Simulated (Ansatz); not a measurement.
`[OH][SnH]([F])[F]` → H–F + `[OH][Sn][F]` at 600 K and 1 bar (stannylene formation by 1,1-elimination).

Calculated with Ansatz (gas phase, PBE0-D4/def2-TZVP geometries, no zero-point term in ΔE). CCSD(T)/CBS adds triple-zeta CCSD(T) − MP2 to the extrapolated MP2 energy (def2 sets, frozen cores). This one scheme is used for every species. def2 core potentials past Kr. For Sn outer-core shells are correlated without core-valence functions, which leaves a few kJ/mol of doubt a bond. Each species was taken in one conformer, which may not be the lowest.

```
            species  CCSD(T)/CBS energy (Eh)  H − E (kJ/mol)  S (J/(mol·K))
`[OH][SnH]([F])[F]`               -490.06891           111.7          402.8
                H–F               -100.39570            42.3          194.0
      `[OH][Sn][F]`               -389.66871            71.4          338.3
```

H − E and S are ideal-gas, rigid-rotor, harmonic terms from PBE0-D4/def2-TZVP, for one conformer and one mirror image of each species. 1 Eh = 2625.50 kJ/mol, R = 8.31446 J/(mol·K).

Problem. By hand: ΔE, ΔH, ΔS and ΔG.

Solution. ΔE = (-100.39570) + (-389.66871) − (-490.06891) = 0.00450 Eh = 11.8 kJ/mol. Δ(H − E) = 42.3 + 71.4 − 111.7 = 2.0, so ΔH = 13.8 kJ/mol. ΔS = 194.0 + 338.3 − 402.8 = 129.5 J/(mol·K). ΔG = 13.8 − 600 × (129.5)/1000 = -63.9 kJ/mol.

Problem. By hand: the equilibrium constant, and the temperature at which ΔG would vanish if ΔH and ΔS stayed fixed.

Solution. log₁₀ K = −ΔG/(RT ln 10) = 5.6. ΔG = 0 at ΔH/ΔS = 107 K.

The number of gas molecules changes by +1, which sets the sign of ΔS. A doubt of 5 kJ/mol in ΔE shifts log₁₀ K by 0.4 here. Other conformers and mirror images would add mixing entropy, several J/(mol·K) or more a flexible species. These are equilibria of isolated gas molecules and say nothing of rates. Largest T1 diagnostic: 0.018 (customary marks: 0.02 for closed shells, 0.045 for open ones).
